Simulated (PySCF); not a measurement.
Precursor series Zn CH3-H. Gas-phase values, no solvent. One relaxed conformer stands for each flexible species; it need not be the lowest.

Calculation: PySCF 2.14.0 with PBE-D3(BJ)/def2-TZVP // BP86-D3(BJ)/def2-SVP. All candidates: neutral, multiplicity 1. 

The HOMO is -6.39 eV, the HOMO–LUMO gap comes out as 5.41 eV and the LUMO is -0.98 eV.

### Question
Say which member has these values.
A. [Zn(CH3)2]
B. [Zn(CH3)(H)]
C. [Zn(H)2]

### Answer
B, [Zn(CH3)(H)]. The others give [Zn(CH3)2]: -6.03 eV, 5.49 eV, -0.54 eV; [Zn(H)2]: -6.85 eV, 5.46 eV, -1.40 eV
